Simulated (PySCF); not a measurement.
Compound: C₇H₉P.
SMILES: `c1c(c(c[pH]1)C)C=C`

Computed, not measured: TDDFT B3LYP/def2-SVPD, vertical, gas phase, core orbitals frozen in the response in PySCF 2.14.0, density-fitted response routines. One conformer (not necessarily the lowest) at the GFN2-xTB geometry, without solvent, vibrations or thermal averaging. GFN2-xTB frequencies show an imaginary mode (38i cm⁻¹), so this geometry is no minimum at that level. Torsions of this conformer, `[CH2:1]=[CH:2][c:3]1[cH:4][pH:5][cH:6][c:7]1[CH3:8]`: C1–C2–C3–C4 -5°.

Relations used (vacuum, state to state): A = 0.6670 f ν̃² s⁻¹ (ν̃ in cm⁻¹); τ = 1/A; f = (2/3) ΔE |μ|² in atomic units; ∫σ dE = 109.76 f Mb·eV.

The rates are for emission to S0 at the absorption energy, with no other channel.

Energies and rates of the computed singlets with f of 0.002 or more:

```json
{"state": "S1", "ν̃ (cm⁻¹)": "32460", "A (s⁻¹)": "2.65×10⁷"}
{"state": "S2", "ν̃ (cm⁻¹)": "35920", "A (s⁻¹)": "1.20×10⁸"}
{"state": "S3", "ν̃ (cm⁻¹)": "42530", "A (s⁻¹)": "9.82×10⁷"}
{"state": "S4", "ν̃ (cm⁻¹)": "45400", "A (s⁻¹)": "1.66×10⁸"}
{"state": "S5", "ν̃ (cm⁻¹)": "46360", "A (s⁻¹)": "5.51×10⁶"}
{"state": "S6", "ν̃ (cm⁻¹)": "46870", "A (s⁻¹)": "2.28×10⁸"}
{"state": "S7", "ν̃ (cm⁻¹)": "48330", "A (s⁻¹)": "1.12×10⁸"}
{"state": "S8", "ν̃ (cm⁻¹)": "50880", "A (s⁻¹)": "3.27×10⁷"}
```

**Question.** Which f and |μ| stand behind these rates?

**Answer.** f = A / (0.6670 ν̃²), and |μ| follows from f:

```json
{"state": "S1", "f": "0.038", "|μ| (D)": "1.57", "τ": "38 ns", "main configurations (H = HOMO, L = LUMO)": "H→L (93%)"}
{"state": "S2", "f": "0.140", "|μ| (D)": "2.88", "τ": "8.3 ns", "main configurations (H = HOMO, L = LUMO)": "H-1→L (88%)"}
{"state": "S3", "f": "0.081", "|μ| (D)": "2.02", "τ": "10 ns", "main configurations (H = HOMO, L = LUMO)": "H→L+1 (64%), H-2→L (30%)"}
{"state": "S4", "f": "0.121", "|μ| (D)": "2.38", "τ": "6 ns", "main configurations (H = HOMO, L = LUMO)": "H-2→L (47%), H→L+2 (20%), H→L+1 (14%)"}
{"state": "S5", "f": "0.0038", "|μ| (D)": "0.42", "τ": "180 ns", "main configurations (H = HOMO, L = LUMO)": "H→L+3 (79%), H→L+2 (13%)"}
{"state": "S6", "f": "0.156", "|μ| (D)": "2.66", "τ": "4.4 ns", "main configurations (H = HOMO, L = LUMO)": "H→L+2 (58%), H-2→L (16%), H→L+1 (11%)"}
{"state": "S7", "f": "0.072", "|μ| (D)": "1.78", "τ": "8.9 ns", "main configurations (H = HOMO, L = LUMO)": "H-1→L+1 (85%)"}
{"state": "S8", "f": "0.019", "|μ| (D)": "0.89", "τ": "31 ns", "main configurations (H = HOMO, L = LUMO)": "H→L+4 (94%)"}
```

**Question.** Suppose S1 emitted 0.3 eV lower with the same transition dipole. How would A change?

**Answer.** At fixed |μ|, A goes as the cube of the energy: (3.72/4.02)³ = 0.79, which makes τ about 48 ns.

**Question.** How much energy does a mole of photons resonant with S6 carry?

**Answer.** 5.811 eV × 96.485 = 561 kJ/mol (134 kcal/mol).

**Question.** What is the integrated cross-section of all computed states together?

**Answer.** Σf = 0.630 over S1 to S8, so 109.76 × Σf ≈ 69.1 Mb·eV.

Hardware: an Arm Neoverse V2 with one thread, shared host with 48 logical CPUs at a one-minute load of 12. Cost: 50 s wall, 1.0 GiB resident at most.
